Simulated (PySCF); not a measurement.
Species: C₇H₆OSi (charge -1 and doublet state).
Z-matrix (Å and degrees, GFN2-xTB geometry), rows numbered from 1:
```
O 
C   1  1.2507
C   2  1.3905  1  127.57
C   3  1.4269  2  133.18  1  -179.98
C   4  1.3687  3  176.24  2  -179.89
C   5  1.4736  4   92.66  2   179.99
C   6  1.3913  5   90.61  4    -0.01
C   7  1.3908  4   89.60  3    -0.00
Si  8  1.8438  3  132.70  2     0.10
H   2  1.1211  1  118.93  3  -180.00
H   5  1.0847  4  133.44  6   179.94
H   6  1.0800  5  135.07  4  -179.95
H   9  1.4735  8  114.51  3   -61.98
H   9  1.4736  8  114.49  3    61.64
H   9  1.4818  8  108.97  3   179.83
```

The hyperfine couplings belong to this conformer and change with its torsions.

The species is `[O-][CH]c1c2ccc-2c1[SiH3]` [radical] (charge -1).

Computed with UKS B3LYP, pcH-1 on C H O Si, non-relativistic, mean-field spin-orbit, GIAO in PySCF 2.14.0. Whether the extra electron is bound in the gas phase wasn't checked; a finite basis holds it in any case. A GFN2-xTB geometry isn't a minimum of the functional, and hyperfine couplings can be far from their values at a DFT geometry, by a factor of two or more for some ions and for spin on atoms past the first row. The SCF solution wasn't tested for stability.

Break the g tensor into its mass correction, gauge correction and orbital-Zeeman/spin–orbit terms.

```csv
Δg (ppm),1,2,3
relativistic mass correction,-188,-188,-188
gauge correction,-9,32,35
orbital Zeeman/spin–orbit,-23,1797,3100
total,-221,1640,2947
```

So g = 2.00210, 2.00396, 2.00527 and g_iso = 2.00377; the tensor is rhombic: the two nearest values differ by 41 % of g3 − g1. Axes: g2 points within 1° of the C5–C6 bond and g3 points within 1° of the C7–C8 bond.

At 9.525 GHz, how far is the centre of the isotropic spectrum from where a free electron (g = 2.002319) resonates?

B = hν/(g μB) with μB/h = 13.99624 MHz/mT gives 339.88 mT for the free electron and 339.63 mT at g_iso, 0.25 mT lower.

What effective moment and Curie constant follow for a powder?

With the mean of g² = 4.0151 and S(S+1) = 0.75: μ_eff = √(⟨g²⟩S(S+1)) = 1.735 μB and χT = 0.12505·⟨g²⟩·S(S+1) = 0.377 cm³ K/mol (cgs; spin-Hamiltonian part alone).

What are the electron Larmor frequencies g μB B/h along the three axes at 1200 mT?

33.6262, 33.6575, 33.6794 GHz for g1, g2 and g3, a range of 53.2 MHz.

In a frozen sample, at which fields do the three g values resonate at 9.5, 34, 94 and 263 GHz (hyperfine left aside), and which band first spreads them over more than twice a line width of 0.5 mT?

```
band    GHz  B(g3) mT  B(g2) mT  B(g1) mT  spread mT
   X    9.5    338.49    338.71    339.02       0.54
   Q   34.0   1211.42   1212.21   1213.34       1.92
   W   94.0   3349.22   3351.41   3354.52       5.30
   J  263.0   9370.70   9376.81   9385.53      14.83
```

The spread grows in proportion to the frequency. Q band is the first where it exceeds 1.0 mT.

Largest spin populations (Mulliken): C6 (+0.43), O1 (+0.22), C8 (+0.17) and C7 (-0.15). Three atoms exceed +0.15. The positive populations add up to 1.18 and the negative ones to -0.18, together 2S = 1.

The HOMO–LUMO gaps are 2.50 eV among the α and 3.86 eV among the β orbitals.

The SMILES draws the unpaired electron on C2; the largest computed Mulliken spin population is on C6 (0.43 against 0.12).
